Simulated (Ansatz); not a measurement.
Consider the ligand exchange at the Si–O bond: `[NH2][In]([SH])[O][SiH3]` + `OB(O)[SiH3]` → `OB([SiH3])O[SiH3]` + `[NH2][In]([OH])[SH]`.

Gas-phase electronic energies from Ansatz, PBE0-D4/def2-TZVP geometries. CBS: MP2 limit from def2 TZ/QZ plus the TZ coupled-cluster correction, frozen cores. Functionals use def2-TZVPP. B3LYP here is the variant with VWN-RPA as its local correlation; programs differ in this. def2 core potentials past Kr. For In outer-core shells are correlated without core-valence functions, which leaves a few kJ/mol of doubt a bond. Each species was taken in one conformer, which may not be the lowest.

`[NH2][In]([SH])[O][SiH3]`:

Cartesian coordinates in Å:
```
N -0.070 -1.613 1.622
In 0.097 -1.222 -0.340
S 0.436 -2.657 -2.179
O 0.183 0.701 -0.827
Si -0.005 2.101 -0.025
H -0.474 -2.503 1.877
H -0.509 -0.880 2.162
H 0.556 -1.610 -3.014
H -0.552 1.874 1.350
H -0.955 2.992 -0.747
H 1.293 2.817 0.121
```

`OB(O)[SiH3]`:

Cartesian coordinates in Å:
```
O -0.103 -1.567 -0.721
B 0.359 -0.362 -0.282
O 1.636 0.080 -0.466
Si -0.920 0.871 0.706
H 0.536 -2.116 -1.186
H 2.226 -0.517 -0.939
H -2.258 0.247 0.890
H -0.377 1.221 2.048
H -1.100 2.143 -0.050
```

`OB([SiH3])O[SiH3]`:

```xyz
12

O     2.242   -0.071   -0.842
B     0.980   -0.012   -0.347
Si    0.626    1.281    1.189
O     0.024   -0.816   -0.901
Si   -1.584   -1.069   -0.630
H     2.319   -0.706   -1.564
H     0.120    0.549    2.385
H    -0.420    2.273    0.810
H     1.857    2.019    1.574
H    -1.779   -2.497   -0.283
H    -2.323   -0.746   -1.873
H    -2.060   -0.207    0.482
```

`[NH2][In]([OH])[SH]`:

Z-matrix (Å, degrees):
```
N
In 1 2.011
H 1 1.010 2 116.5
H 1 1.011 2 114.7 3 -129.0
O 2 1.981 1 115.3 3 153.0
S 2 2.379 1 125.8 3 -33.0
H 5 0.960 2 113.4 1 173.8
H 6 1.344 2 93.3 1 2.1
```

```json
{"level": "PBE-D4", "ΔE (kJ/mol)": "3.4", "difference from CCSD(T)/CBS": "-4.7"}
{"level": "PBE0-D4", "ΔE (kJ/mol)": "5.8", "difference from CCSD(T)/CBS": "-2.3"}
{"level": "B3LYP-D4", "ΔE (kJ/mol)": "4.7", "difference from CCSD(T)/CBS": "-3.4"}
{"level": "ωB97X-V", "ΔE (kJ/mol)": "6.4", "difference from CCSD(T)/CBS": "-1.7"}
{"level": "B2PLYP", "ΔE (kJ/mol)": "7.8", "difference from CCSD(T)/CBS": "-0.3"}
{"level": "PBE", "ΔE (kJ/mol)": "4.8", "difference from CCSD(T)/CBS": "-3.3"}
{"level": "r2SCAN", "ΔE (kJ/mol)": "6.2", "difference from CCSD(T)/CBS": "-1.9"}
{"level": "PBE0", "ΔE (kJ/mol)": "7.0", "difference from CCSD(T)/CBS": "-1.1"}
{"level": "B3LYP", "ΔE (kJ/mol)": "7.0", "difference from CCSD(T)/CBS": "-1.1"}
{"level": "HF/def2-TZVPP", "ΔE (kJ/mol)": "12.8", "difference from CCSD(T)/CBS": "4.7"}
{"level": "CCSD/def2-TZVPP", "ΔE (kJ/mol)": "9.5", "difference from CCSD(T)/CBS": "1.4"}
{"level": "HF/def2-QZVPP", "ΔE (kJ/mol)": "12.9", "difference from CCSD(T)/CBS": "4.8"}
{"level": "MP2/def2-QZVPP", "ΔE (kJ/mol)": "8.5", "difference from CCSD(T)/CBS": "0.4"}
{"level": "SCS-MP2/def2-QZVPP", "ΔE (kJ/mol)": "8.8", "difference from CCSD(T)/CBS": "0.7"}
{"level": "MP2/CBS(def2)", "ΔE (kJ/mol)": "8.1", "difference from CCSD(T)/CBS": "0.0"}
{"level": "CCSD/CBS(def2)", "ΔE (kJ/mol)": "8.7", "difference from CCSD(T)/CBS": "0.6"}
{"level": "CCSD(T)/CBS", "ΔE (kJ/mol)": "8.1", "difference from CCSD(T)/CBS": "0"}
```

Largest T1 diagnostic among the species: 0.015.

In def2-TZVPP, CCSD(T) changes the Hartree–Fock value by −3.9 kJ/mol (the triples alone add −0.6 kJ/mol) and MP2 by −3.9 kJ/mol.
